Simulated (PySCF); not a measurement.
# Assignment exercise: C$_{5}$H$_{11}$ClOSi

Numbering as in the mapped SMILES `[Cl:1][CH2:2][CH2:3][O:4][SiH:5]1[CH2:6][CH2:7][CH2:8]1` (H(Xn): hydrogen on atom n). Ha(C6), Ha(C7), Ha(C8) are cis to O4 on the ring; Hb(C6), Hb(C7), Hb(C8) are trans to O4 on the ring.

PySCF calculation with shieldings: GIAO PBE0/pcSseg-1 and geometry: GFN2-xTB; one averaged value for each set of equivalent atoms, one computed conformer, in vacuum, relativity neglected.

References, each an isolated molecule treated in the same way: ¹³C (186.93 ppm), ¹H (31.72 ppm) against TMS.

Question: Assign these signals to the numbered atoms. ¹³C{¹H} NMR (computed): δ 70.7 (CH2), 54.0 (CH2), 25.4 (CH2), 14.5 (CH2).

Answer: 
70.7 → C3, sp3 CH2 bonded to O: the inductive effect lowers its shielding
54.0 → C2, sp3 CH2 bonded to Cl: the inductive effect lowers its shielding
25.4 → C6/C8, sp3 CH2 bonded to Si
14.5 → C7, sp3 CH2 in a ring: saturated and bonded to C and H only

Question: Assign these signals to the numbered atoms. ¹H NMR (500 MHz, computed): δ 5.54 (m, 1H), 4.16 (t, 2H), 3.67 (t, 2H), 1.88 (m, 1H), 1.72 (m, 2H), 1.59 (m, 1H), 1.51 (m, 2H).

Answer: 
| δ (ppm) | atoms | environment | reason |
| --- | --- | --- | --- |
| 5.54 | H(Si5) | hydrogen on a silicon bonded to 2 C, O, in a 4-membered ring | – |
| 4.16 | H(C3) | hydrogen on an sp3 CH2 bonded to O | its carbon carries O, hence the downfield position |
| 3.67 | H(C2) | hydrogen on an sp3 CH2 bonded to Cl | its carbon carries Cl, which withdraws density |
| 1.88 | Ha(C7) | hydrogen on an sp3 CH2 in a ring | – |
| 1.72 | Ha(C6)/Ha(C8) | hydrogen on an sp3 CH2 bonded to Si | – |
| 1.59 | Hb(C7) | hydrogen on an sp3 CH2 in a ring | – |
| 1.51 | Hb(C6)/Hb(C8) | hydrogen on an sp3 CH2 bonded to Si | – |

Hb(C7) and Hb(C6)/Hb(C8) lie closer than the usual error of such a calculation, so a measured spectrum could show them in the other order.

Carbons that carry Cl, above all several Cl atoms, come out too deshielded, partly because spin–orbit coupling is missing. Shifts are as computed. Against solution values, carbons near 30 ppm lie about +3 ppm off and those near 130 ppm about +5 ppm; carbons on Cl a further +6 ppm. Of 1211 compounds with measured shifts, 218 miss one by over three times the rms of a fit or turn the order of signals round; such compounds aren't used in these exercises. Multiplicities follow the n + 1 count of equivalent neighbours, as no J values were calculated; m marks all less simple cases, F and P coupling included.
